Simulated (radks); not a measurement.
The numbers below are computed, except where a source is named.
Gd2+, 62 electrons, occupied as [Xe] 4f6 5d1 6s1 (not the ground configuration). Level of theory: non-relativistic Kohn-Sham, r2SCAN, spin-polarised, spherical densities, point nucleus; open shells are filled with parallel spins first (spin-orbit coupling, left out, can overturn this in heavy ions); meta-GGA in the generalised Kohn-Sham scheme; relativity is left out, which matters for an element this heavy (a radial shooting solver on a logarithmic mesh with Libxc functionals). Some entries of the table are withheld. Estimate them.

| orbital | occ. | eigenvalue (eV) | r(max) (bohr) |
|---|---|---|---|
| 1s up | 1 | -47170.80 | 0.01572 |
| 1s down | 1 | -47170.79 | 0.01572 |
| 2s up | 1 | -7554.950 | 0.08606 |
| 2s down | 1 | -7554.847 | 0.08606 |
| 2p up | 3 | -7184.329 | 0.06705 |
| 2p down | 3 | -7184.246 | 0.06705 |
| 3s up | 1 | -1696.766 | 0.2396 |
| 3s down | 1 | -1692.832 | 0.2394 |
| 3p up | 3 | -1531.736 | 0.2270 |
| 3p down | 3 | -1528.112 | 0.2269 |
| 3d up | 5 | -1224.941 | 0.1817 |
| 3d down | 5 | -1222.260 | 0.1815 |
| 4s up | 1 | -362.6679 | 0.5464 |
| 4s down | 1 | -355.1935 | 0.5462 |
| 4p up | 3 | -297.4224 | 0.5518 |
| 4p down | 3 | -289.9015 | 0.5517 |
| 4d up | 5 | -181.3917 | 0.5588 |
| 4d down | 5 | -173.8161 | 0.5588 |
| 5s up | 1 | -66.2643 | 1.251 |
| 5s down | 1 | -62.9771 | 1.268 |
| 5p up | 3 | -47.5868 | 1.352 |
| 5p down | 3 | -44.7398 | 1.374 |
| 4f up | 6 | (1) | 0.5493 |
| 4f down | 0 | (2) | 0.5521 |
| 5d up | 1 | -20.2245 | (3) |
| 5d down | 0 | -17.5689 | (4) |
| 6s up | 1 | -16.7392 | 3.089 |

Answer. 
(1) 4f up eigenvalue (eV): -39.7865
(2) 4f down eigenvalue (eV): -32.5703
(3) 5d up r(max) (bohr): 1.709
(4) 5d down r(max) (bohr): 1.729
